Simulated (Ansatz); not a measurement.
`[OH][SbH][Br]` + HBr → `[Br][SbH][Br]` + H₂O at 400 K and 1 bar (ligand exchange at the Sb–O bond).

Gas-phase electronic energies from Ansatz, PBE0-D4/def2-TZVP geometries. CCSD(T)/CBS is the MP2 limit (def2-TZVPP, def2-QZVPP) plus CCSD(T) − MP2 in def2-TZVPP, frozen cores. This one scheme is used for every species. Elements past krypton have def2 core potentials. For Br, Sb outer-core shells are correlated without core-valence functions, which leaves a few kJ/mol of doubt a bond. Scalar relativity is left out up to krypton. Each species was taken in one conformer, which may not be the lowest.

```tsv
species	CCSD(T)/CBS energy (Eh)	H − E (kJ/mol)	S (J/(mol·K))
`[OH][SbH][Br]`	-2889.75660	78.7	342.9
HBr	-2573.91920	27.6	207.2
`[Br][SbH][Br]`	-5387.32462	44.5	357.4
H₂O	-76.37941	69.8	198.6
```

H − E and S are ideal-gas, rigid-rotor, harmonic terms from PBE0-D4/def2-TZVP, for one conformer and one mirror image of each species. 1 Eh = 2625.50 kJ/mol, R = 8.31446 J/(mol·K).

Q: By hand: ΔE, ΔH, ΔS and ΔG.

A: ΔE = (-5387.32462) + (-76.37941) − (-2889.75660) − (-2573.91920) = -0.02823 Eh = -74.1 kJ/mol. Δ(H − E) = 44.5 + 69.8 − 78.7 − 27.6 = 8.0, so ΔH = -66.1 kJ/mol. ΔS = 357.4 + 198.6 − 342.9 − 207.2 = 5.9 J/(mol·K). ΔG = -66.1 − 400 × (5.9)/1000 = -68.5 kJ/mol.

Q: By hand: the equilibrium constant, and the temperature at which ΔG would vanish if ΔH and ΔS stayed fixed.

A: log₁₀ K = −ΔG/(RT ln 10) = 8.9. ΔH and −TΔS have one sign here, so there is no such temperature.

The number of gas molecules stays the same, so ΔS is small and ΔH decides. A doubt of 5 kJ/mol in ΔE shifts log₁₀ K by 0.7 here. Other conformers and mirror images would add mixing entropy, several J/(mol·K) or more a flexible species. These are equilibria of isolated gas molecules and say nothing of rates. Largest T1 diagnostic: 0.012 (customary marks: 0.02 for closed shells, 0.045 for open ones).

ΔS is within the doubt of such terms, so its sign, and with it that verdict, could turn.
